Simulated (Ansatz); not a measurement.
`[BH2][SnH2][C]#C` + H₂ → `C#[C][SnH3]` + BH₃ at 298.15 K and 1 bar (hydrogenolysis of the Sn–B bond).

Gas-phase electronic energies from Ansatz, PBE0-D4/def2-TZVP geometries. CCSD(T)/CBS is the MP2 limit (def2-TZVPP, def2-QZVPP) plus CCSD(T) − MP2 in def2-TZVPP, frozen cores. This one scheme is used for every species. def2 core potentials past Kr. For Sn outer-core shells are correlated without core-valence functions, which leaves a few kJ/mol of doubt a bond.

| species | CCSD(T)/CBS energy (Eh) | H − E (kJ/mol) | S (J/(mol·K)) |
| --- | --- | --- | --- |
| `[BH2][SnH2][C]#C` | -317.81248 | 156.6 | 351.5 |
| H₂ | -1.17544 | 35.1 | 130.4 |
| `C#[C][SnH3]` | -292.44374 | 117.6 | 294.8 |
| BH₃ | -26.55200 | 78.7 | 188.3 |

H − E and S are ideal-gas, rigid-rotor, harmonic terms from PBE0-D4/def2-TZVP. For small species the MP2-based limit differs from directly extrapolated CCSD(T) by up to some mEh (0.8 for H₂); such offsets cancel only in part. 1 Eh = 2625.50 kJ/mol, R = 8.31446 J/(mol·K).

Task: By hand: ΔE, ΔH, ΔS and ΔG.

Result: ΔE = (-292.44374) + (-26.55200) − (-317.81248) − (-1.17544) = -0.00782 Eh = -20.5 kJ/mol. Δ(H − E) = 117.6 + 78.7 − 156.6 − 35.1 = 4.6, so ΔH = -15.9 kJ/mol. ΔS = 294.8 + 188.3 − 351.5 − 130.4 = 1.2 J/(mol·K). ΔG = -15.9 − 298.15 × (1.2)/1000 = -16.3 kJ/mol.

Task: By hand: the equilibrium constant, and the temperature at which ΔG would vanish if ΔH and ΔS stayed fixed.

Result: log₁₀ K = −ΔG/(RT ln 10) = 2.9. ΔH and −TΔS have one sign here, so there is no such temperature.

The number of gas molecules stays the same, so ΔS is small and ΔH decides. A doubt of 5 kJ/mol in ΔE shifts log₁₀ K by 0.9 here. These are equilibria of isolated gas molecules and say nothing of rates. Largest T1 diagnostic: 0.014 (customary marks: 0.02 for closed shells, 0.045 for open ones).

ΔS is within the doubt of such terms, so its sign, and with it that verdict, could turn.
